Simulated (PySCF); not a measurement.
**Sn²⁺ (tin, charge +2) across methods**

[Kr] 4d10 5s2, closed-shell 1S. All numbers are calculated (PySCF 2.14, scalar relativity by spin-free X2C-1e, in x2c-QZVPPall (13s9p7d4f1g, 112 functions)).

```csv
method,E (hartree),mean ε 4p (eV),mean ε 4d (eV),mean ε 5s (eV),Σ⟨r²⟩ (bohr²),⟨S²⟩
LDA,-6169.77,-107.14,-43.408,-26.523,34.39,0.000
PBE0,-6175.42,-112.58,-45.958,-26.990,34.46,0.000
TPSS,-6175.50,-107.79,-43.304,-25.935,34.45,0.000
UHF,-6173.07292,-127.58,-52.963,-28.779,34.85,0.000
wB97X-V,-6175.47,-114.44,-48.407,-29.282,34.49,0.000
PBE,-6175.35,-107.14,-43.216,-26.083,34.46,0.000
HSE06,-6175.35,-112.16,-45.518,-26.662,34.46,0.000
```

Estimate the same row for r2SCAN.

E (hartree) = -6175.77; mean ε 4p (eV) = -109.74; mean ε 4d (eV) = -43.994; mean ε 5s (eV) = -26.244; Σ⟨r²⟩ (bohr²) = 34.42; ⟨S²⟩ = 0.000.
